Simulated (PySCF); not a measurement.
Si(CCH)(Me)(OH)2 (C3H6O2Si), SMILES C#C[Si](C)(O)O.

Coordinates come from a B3LYP-D3(BJ)/def2-SVP optimisation. The structure was generated by enumeration, and PubChem lists no compound with its InChIKey, so it may never have been made. The values are those of a single conformer.

Two levels are set side by side: PBE/def2-TZVP (PySCF) and r2SCAN/def2-TZVP (PySCF). Same geometry, gas phase. Differences are taken from unrounded values.

```tsv
quantity	PBE
orbital gap (eV)	5.92
highest occupied level (eV)	-6.92
lowest empty level (eV)	-1.00
dipole moment (D)	0.33
mean polarisability (bohr³)	65.0
```

Q: These are the PBE values. What does r2SCAN give? (An estimate is asked for; the answer gives what the named calculation found.)

A: 
| quantity | r2SCAN | PBE minus r2SCAN |
|---|---|---|
| orbital gap (eV) | 6.46 | -0.54 |
| highest occupied level (eV) | -7.20 | 0.27 |
| lowest empty level (eV) | -0.73 | -0.27 |
| dipole moment (D) | 0.29 | 0.04 |
| mean polarisability (bohr³) | 63.0 | 2.0 |

Rough cost on one machine, each run with all the roots and properties that it gave: r2SCAN against PBE about 3 times.
